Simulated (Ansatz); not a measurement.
Mulliken charges of Cl$_{3}$HO$_{2}$W, SMILES `[O]=[W]([OH])([Cl])([Cl])[Cl]` from B3LYP/def2-TZVPP in Ansatz (PBE0-D4/def2-TZVP geometry).

| atom | x (Å) | y (Å) | z (Å) | charge (e) |
| --- | --- | --- | --- | --- |
| O1 | -1.884 | -0.145 | 0.385 | -0.275 |
| W2 | -0.313 | 0.105 | -0.127 | 1.038 |
| O3 | 0.623 | -0.906 | 1.131 | -0.317 |
| Cl4 | 0.207 | -1.527 | -1.666 | -0.227 |
| Cl5 | -0.640 | 1.479 | -1.938 | -0.201 |
| Cl6 | 0.500 | 1.978 | 0.938 | -0.228 |
| H7 | 1.568 | -1.051 | 1.231 | 0.210 |

Question: By hand: the dipole of these point charges (1 e Å = 4.8032 D).

Answer: Σ q r = (0.293, -0.186, 0.216) e Å, of length 0.409 e Å = 1.96 D.

Question: How does the dipole of the full density compare? (Best estimate.)

Answer: The calculation gave: (0.510, -0.177, 0.181) e Å, 2.73 D; the point charges give 0.72 times that, at 18° from its direction.

Point charges leave out the atoms' own dipoles, such as those of lone pairs, and Mulliken's split depends on the basis, so the two needn't agree.

B3LYP here is the variant with VWN-RPA as its local correlation; programs differ in this.
